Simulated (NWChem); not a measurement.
CH₅InO₂; SMILES C[O][InH][OH]

```xyz
9

In    -0.2992     0.5005     0.0000
H     -1.6189     1.6004     0.0000
O      1.7041     0.8068     0.0000
H      1.8973     1.7639     0.0000
O     -0.5860    -1.4944     0.0000
C      0.5032    -2.3948     0.0000
H      0.4582    -3.0573     0.8970
H      0.4582    -3.0573    -0.8970
H      1.5036    -1.9035     0.0000
```
Atoms are numbered in this order, from 1.

Computed with NWChem. Medium grid unless said otherwise, to which SCAN and Minnesota functionals are sensitive. All runs use the structure optimised with PBE-D3(BJ)/def2-SVP. def2 effective core potentials on In; no spin-orbit coupling.

### Question
Among these, which level gives the highest value of “orbital gap (eV)”?
(A) PBE/def2-SVP
(B) M06-L/def2-SVP
(C) PW6B95/def2-SVP
(D) PW91/def2-SVP

### Answer
C, PW6B95/def2-SVP. Values: PW91/def2-SVP 3.63; PBE/def2-SVP 3.65; M06-L/def2-SVP 4.20; PW6B95/def2-SVP 6.16
